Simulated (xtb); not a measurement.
xtb input (GFN2-xTB):

```bash
xtb mol.xyz --gfn 2 --ohess tight --chrg 0 --uhf 0
```
mol.xyz:
```
10

C      1.43758420    -1.00775827    -0.37906427
B      0.01453029    -0.35391830    -0.15279430
C     -1.34240816    -1.03724499    -0.64446441
Cl    -0.03911824     1.24101468     0.61737096
H      1.39977535    -2.08304144    -0.42603748
H      2.21358906    -0.70149898     0.34121739
H      1.78123667    -0.64841626    -1.41643341
H     -1.64057477    -1.67045214     0.22371386
H     -2.12840560    -0.34432591    -0.83324251
H     -1.21550834    -1.66815452    -1.51911498
```

End of the output:

```
       1     31.58    -1.70765 ( 13.73%)    -1.19132 ( 86.27%)    -1.26222
       2     81.80    -1.14703 ( 87.75%)    -0.91020 ( 12.25%)    -1.11802
       3    269.59    -0.47670 ( 99.88%)    -0.55726 (  0.12%)    -0.47679
       4    287.09    -0.44456 ( 99.91%)    -0.53864 (  0.09%)    -0.44464
   ------------------------------------------------------------------------

   temp. (K)  partition function   enthalpy   heat capacity  entropy
                                   cal/mol     cal/K/mol   cal/K/mol   J/K/mol
 298.15  VIB   58.6                 2184.615     12.675     13.827
         ROT  0.438E+05              888.752      2.981     24.219
         INT  0.257E+07             3073.367     15.656     38.047
         TR   0.645E+27             1481.254      4.968     38.895
         TOT                        4554.6212    20.6237    76.9419   321.9251

       T/K    H(0)-H(T)+PV         H(T)/Eh          T*S/Eh         G(T)/Eh
   ------------------------------------------------------------------------
    298.15    0.725825E-02    0.845442E-01    0.365576E-01    0.479866E-01
   ------------------------------------------------------------------------

         :::::::::::::::::::::::::::::::::::::::::::::::::::::
         ::                  THERMODYNAMIC                  ::
         :::::::::::::::::::::::::::::::::::::::::::::::::::::
         :: total free energy         -13.102226570831 Eh   ::
         ::.................................................::
         :: total energy              -13.150213147659 Eh   ::
         :: zero point energy           0.077285926472 Eh   ::
         :: G(RRHO) w/o ZPVE           -0.029299349644 Eh   ::
         :: G(RRHO) contrib.            0.047986576828 Eh   ::
         :::::::::::::::::::::::::::::::::::::::::::::::::::::

optimized geometry written to: xtbopt.xyz

           -------------------------------------------------
          | TOTAL ENERGY              -13.150213147659 Eh   |
          | TOTAL ENTHALPY            -13.065668970224 Eh   |
          | TOTAL FREE ENERGY         -13.102226570831 Eh   |
          | GRADIENT NORM               0.000258794681 Eh/α |
          | HOMO-LUMO GAP               4.383659719779 eV   |
           -------------------------------------------------

------------------------------------------------------------------------
------------------------------------------------------------------------
 total:
 SCF:
 ANC optimizer:
 analytical hessian:
```
